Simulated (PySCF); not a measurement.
## Bismuth: a sound run and one with changed settings

Sound run: Bi [Xe] 4f14 5d10 6s2 6p3, Bi+ [Xe] 4f14 5d10 6s2 6p2. All numbers are calculated (PySCF 2.14, scalar relativity through the core potential, in aug-cc-pVDZ-PP with ECP60MDF (5s4p3d, 32 functions)). The sound run starts from symmetry-adapted Hartree-Fock orbitals and uses a fine grid where one is needed.

A second run was set up differently.

| species | method | sound run (hartree) | changed run (hartree) | converged |
| --- | --- | --- | --- | --- |
| Bi | UHF | -213.59127 | -213.59127 | yes |
| Bi | BP86 | -214.75917 | -216.67922 | yes |
| Bi | PBE0 | -214.61389 | -216.11631 | yes |
| Bi+ | UHF | -213.28874 | -213.28874 | yes |
| Bi+ | BP86 | -214.43920 | -216.36993 | yes |
| Bi+ | PBE0 | -214.29571 | -215.80111 | yes |

Ionisation energy of Bi:

```csv
method,sound run (eV),changed run (eV)
UHF,8.232,8.232
BP86,8.707,8.416
PBE0,8.658,8.577
```

(1) What was changed?
A. minimal basis
B. radial grid too coarse
C. level shift left on
D. too few SCF iterations

## Answers

(1) B. It used radial step 0.8 in ln r (0.13 in the sound run). A coarse radial grid mis-integrates the density and the exchange-correlation energy, with errors of either sign; Hartree-Fock needs no grid.
